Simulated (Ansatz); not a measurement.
Species: SbCl$_{3}$, net charge 0, singlet state. 
Structure (B3LYP-D3(BJ)/def2-TZVP (Ansatz, a program for electronic structure) minimum search):
```
Sb
Cl 1 2.3593
Cl 1 2.3593 2 97.88
Cl 1 2.3593 2 97.88 3 99.14
```
Charge 0, spin multiplicity 1.

Basis-set convergence of Hartree-Fock and CCSD(T) correlation energies (hartree) with Ansatz. Cores are frozen in the correlated levels unless marked. No spin-orbit coupling. The frozen core is the preceding noble-gas configuration, with the filled d and f shells of earlier blocks. In def2 rows, elements after Kr have scalar-relativistic effective core potentials.

| basis | functions | E(HF) | E(corr, CCSD(T)) | rough core time |
|---|---|---|---|---|
| def2-SVP | 80 | -1617.42928 | -0.53369 | under 20 s |
| def2-TZVPP | 176 | -1617.92242 | -0.76140 | 24 s |
| def2-QZVPP | 292 | -1617.96547 | -0.83437 | 2.3 min |

Extrapolating the two largest sets (X = 3 and 4) as X^-3: E(corr) = (64·(-0.83437) - 27·(-0.76140))/37 = -0.8876 Eh, an estimate of the basis-set limit. The largest set recovers 94.0 % of it, the smallest 60.1 %.
